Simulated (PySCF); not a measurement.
Atoms are numbered as in `[CH3:1][N:2]1[SiH2:3][CH2:4][C:5]1=[S:6]` (H(Xn): hydrogen on atom n).

Geometry: PBE0-D3(BJ)/def2-SVP; GIAO absolute shieldings from PySCF 2.14, gas phase, non-relativistic, averaged over equivalent atoms.

At PBE0/6-31G (76 basis functions, 8.5 s wall time on 1 thread of an Arm Neoverse V1, shared host):
```json
{"atoms": "C5", "σ (ppm)": "-5.5"}
{"atoms": "C1", "σ (ppm)": "169.3"}
{"atoms": "C4", "σ (ppm)": "169.4"}
{"atoms": "N2", "σ (ppm)": "100.0"}
{"atoms": "Si3", "σ (ppm)": "431.7"}
{"atoms": "S6", "σ (ppm)": "258.7"}
{"atoms": "H(Si3)", "σ (ppm)": "27.22"}
{"atoms": "H(C1)", "σ (ppm)": "29.33"}
{"atoms": "H(C4)", "σ (ppm)": "29.70"}
```

Task: What do these become at PBE/pcSseg-1?

Result: 
```csv
atoms,σ at PBE/pcSseg-1,change
C5,-24.1,-18.6
C1,149.5,-19.8
C4,148.7,-20.7
N2,69.1,-30.9
Si3,350.3,-81.4
S6,157.2,-101.5
H(Si3),25.83,-1.39
H(C1),27.99,-1.34
H(C4),28.78,-0.92
```

The largest change is at S6 (thione sulfur). Cost: 151 basis functions, 23 s wall time on 1 thread of an Arm Neoverse V1, shared host. The order of the carbon signals changes between the two levels.
